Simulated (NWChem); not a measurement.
System: BH, singlet; SMILES [BH]

Here is an NWChem input.

```
start job
memory heap 200 mb stack 900 mb global 1100 mb
geometry units angstroms noautosym nocenter noautoz
  B      0.000000     0.000000     0.237857
  H      0.000000     0.000000    -1.014396
end
basis spherical
  * library aug-cc-pvdz
end
dft
  xc xwpbe 0.80 cpbe96 1.0 hfexch 1.00
  cam 0.2 cam_alpha 0.2 cam_beta 0.8
  iterations 150
end
tddft
  cis
  nroots 8
  notriplet
end
task tddft energy
```

Low-valent species are run as closed-shell singlets; no triplet was tried in these runs. Structure relaxed at the PBE0/def2-SVP level.

Vertical excitations in the gas phase.

Question: Give the results of this calculation. (LRC-wPBEh/aug-cc-pVDZ, TDA.) Quantities: lowest excitation, singlet (eV); oscillator strength of that lowest state; lowest state with f > 0.02, singlet (eV); oscillator strength of that bright state; orbital gap (eV).

Answer: The lowest excitation, singlet (eV) is 2.81 and the oscillator strength of that lowest state comes out as 0.037. The lowest state with f > 0.02, singlet (eV) comes out as 2.81, the oscillator strength of that bright state comes out as 0.037 and the orbital gap (eV) is 7.90.
